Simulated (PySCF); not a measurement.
A species of formula C2H5NOSi has this rotational fingerprint, computed with PySCF 2.14.0, PBE0-D3(BJ)/def2-SVP geometry optimisation, gas phase:

```
Rotational constants : A = 5945, B = 2846, C = 2149 MHz
Dipole components    : |μa| = 2.97 D, |μb| = 0.34 D, |μc| = 0.96 D
Inertial defect      : -27.40 u·Å²
κ                    : -0.63
```

Task: Which candidate fits, each taken in the one conformer that was computed?
A. `[CH3:1][Si@H:2]([OH:3])[C:4]#[N:5]` with C1–Si2–O3–H -179°
B. `[SiH3:1][O:2][C@H:3]1[CH:4]=[N:5]1` with Si1–O2–C3–C4 -43°
C. SiH2Me(NCO) (`[H][Si]([H])(C)N=C=O`)

Result: A. It is C[Si@H](O)C#N, an asymmetric top, point group C1. The candidates at the same level (rigid rotor, commonest isotopes):

| SMILES | A (MHz) | B (MHz) | C (MHz) | μa (D) | μb (D) | μc (D) | Δ (u·Å²) | point group | rotor |
| --- | --- | --- | --- | --- | --- | --- | --- | --- | --- |
| [H][Si]([H])(C)N=C=O | 13598 | 1752 | 1597 | 2.64 | 0.23 | 0.00 | -9.19 | – | near-prolate asymmetric top |
| [SiH3]O[C@H]1C=N1 | 10455 | 2745 | 2502 | 0.59 | 0.04 | 1.69 | -30.46 | C1 | near-prolate asymmetric top |
| C[Si@H](O)C#N | 5945 | 2846 | 2149 | 2.97 | 0.34 | 0.96 | -27.40 | C1 | asymmetric top |

`[H][Si]([H])(C)N=C=O` has A 129 % too high; `[SiH3]O[C@H]1C=N1` has A 76 % too high. No structure here is proved a minimum.
